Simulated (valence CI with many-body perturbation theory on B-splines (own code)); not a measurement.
Nd46+: magnetic and hyperfine properties of the levels

Calculated by configuration interaction combined with many-body perturbation theory (CI+MBPT): four valence electrons over a frozen Dirac-Fock core [Ne], radial functions for each j: 11 s, 11 p, 9 d, 7 f, 5 g, 2 h, 1 i, with the one-electron correlation potential Σ1 (screened to all orders), the two-electron term Σ2, the three-electron term Σ3, Breit, model QED; selected single and double excitations, second order for the rest (own B-spline code, finite nucleus).

No measured spectrum was set against this ion. As an estimate, large intervals hold to a few tenths of a per cent, small ones and those within an open d or f shell to about a per cent.

A/g_I is the dipole constant over the nuclear g factor μ/I (μ in nuclear magnetons, uniformly magnetised nucleus), B/Q the quadrupole constant per barn. Both hold the static response of the core; the bare values leave it out. Large factors of s and p1/2 electrons are usually good to 5 to 10 %; those of open d and f shells near neutrality can be off by tens of per cent, and small factors of p3/2, d and f electrons come from cancelling terms and can be off by a factor of two or in sign, in half-filled shells by more. B is blank for J = 1/2, where it vanishes, and for nearly pure S terms. Energies count from the lowest level. Levels with J = 0 are left out.

Levels are named by their leading jj configuration (3d3/2^4 stands for four electrons in 3d with j = 3/2), which in mixed levels can hold well under half, so a name can repeat and another be missing. Letters in brackets count levels of one name in rising energy.

| Level | E (× 10³ cm⁻¹) | g | A/g_I (MHz) | A/g_I bare | B/Q (MHz/b) | B/Q bare |
| --- | --- | --- | --- | --- | --- | --- |
| (3s^2 3p1/2 3p3/2) J=1 | 1004.7 | 1.494 | -50500 | -46900 | 99300 | 97700 |
| (3s^2 3p1/2 3p3/2) J=2 | 1063.7 | 1.178 | 256000 | 252000 | 171000 | 168000 |
| (3s 3p1/2^2 3p3/2) J=2 | 1976.7 | 1.576 | 610000 | 598000 | 171000 | 168000 |
| (3s^2 3p3/2^2) J=2 | 2111.3 | 1.305 | 107000 | 106000 | 27700 | 27300 |
| (3s 3p1/2^2 3p3/2) J=1 | 2157.5 | 1.006 | -374000 | -362000 | 123000 | 121000 |
| (3s^2 3p1/2 3d3/2) J=2 | 2364.8 | 0.761 | 218000 | 215000 | 36600 | 37700 |
| (3s^2 3p1/2 3d3/2) J=1 | 2617.9 | 0.882 | -160000 | -153000 | 25400 | 25800 |
| (3s^2 3p1/2 3d5/2) J=2 | 2693.5 | 1.349 | 10100 | 12300 | 10200 | 11500 |
| (3s^2 3p1/2 3d5/2) J=3 | 2710.9 | 1.130 | 160000 | 158000 | 11800 | 13600 |
| (3s 3p1/2 3p3/2^2) J=2 [a] | 2983.3 | 1.442 | 331000 | 326000 | 88700 | 87500 |
| (3s 3p1/2 3p3/2^2) J=3 | 3068.2 | 1.296 | 510000 | 500000 | 29400 | 29100 |
| (3s 3p1/2 3p3/2^2) J=1 [a] | 3218.0 | 1.263 | 536000 | 525000 | -152000 | -150000 |
| (3s 3p1/2 3p3/2^2) J=2 [b] | 3236.2 | 1.093 | 75300 | 75900 | -19600 | -19200 |
| (3s 3p1/2 3p3/2^2) J=1 [b] | 3300.5 | 1.370 | 260000 | 257000 | 87200 | 85900 |
| (3s 3p1/2^2 3d3/2) J=1 | 3358.5 | 0.396 | -471000 | -458000 | 15000 | 15600 |
| (3s 3p1/2^2 3d3/2) J=2 | 3398.8 | 1.164 | 540000 | 530000 | 30200 | 31200 |
| (3s^2 3p3/2 3d3/2) J=3 | 3605.6 | 1.119 | 95400 | 95700 | 184000 | 183000 |
| (3s^2 3p3/2 3d3/2) J=2 | 3610.1 | 1.060 | 33900 | 35700 | -22100 | -21700 |
| (3s^2 3p3/2 3d3/2) J=1 | 3616.6 | 1.135 | 115000 | 115000 | -91200 | -90500 |
| (3s 3p1/2^2 3d5/2) J=3 | 3679.1 | 1.366 | 374000 | 367000 | 28900 | 30500 |
| (3s^2 3p3/2 3d5/2) J=4 | 3693.1 | 1.243 | 52600 | 53600 | 243000 | 242000 |
| (3s^2 3p3/2 3d5/2) J=2 | 3724.7 | 1.274 | 83500 | 84000 | -133000 | -131000 |
| (3s 3p1/2^2 3d5/2) J=2 | 3762.6 | 1.030 | -277000 | -268000 | -128 | 1690 |
| (3s^2 3p3/2 3d5/2) J=3 | 3914.1 | 1.172 | 63400 | 63800 | 27400 | 28600 |
| (3s^2 3p3/2 3d5/2) J=1 | 3962.4 | 1.095 | -23400 | -20700 | 28600 | 28700 |
| (3s 3p1/2 3p3/2 3d3/2) J=2 [a] | 4188.2 | 1.176 | 136000 | 136000 | 26000 | 25800 |
| (3s 3p1/2 3p3/2 3d3/2) J=1 [a] | 4262.7 | 1.184 | 267000 | 263000 | -93800 | -93000 |
| (3s 3p3/2^3) J=2 | 4265.4 | 1.383 | 595000 | 582000 | -191000 | -188000 |
| (3s 3p1/2 3p3/2 3d3/2) J=3 [a] | 4291.7 | 1.160 | 348000 | 342000 | 25800 | 25900 |
| (3s 3p1/2 3p3/2 3d3/2) J=2 [b] | 4297.3 | 1.175 | 203000 | 201000 | -40800 | -40400 |
| (3s 3p1/2 3p3/2 3d3/2) J=4 | 4385.1 | 1.203 | 406000 | 399000 | 122000 | 122000 |
| (3s 3p3/2^3) J=1 | 4452.9 | 1.194 | -411000 | -397000 | -62600 | -61500 |
| (3s 3p1/2 3p3/2 3d3/2) J=2 [c] | 4475.7 | 0.897 | 194000 | 191000 | -60300 | -58900 |
| (3s 3p1/2 3p3/2 3d5/2) J=4 [a] | 4486.3 | 1.393 | 236000 | 234000 | 238000 | 236000 |

(1) Take the isotope of mass number 145, with I = 7/2, μ = -0.656 μN and Q = -0.314 b. What is the hyperfine structure of (3s^2 3p1/2 3p3/2) J=1?

Results:

(1) From the table A = 9460 MHz, B = -31200 MHz. Shifts from the centre of gravity in MHz: F = 5/2: -59300, F = 7/2: 12800, F = 9/2: 25300.
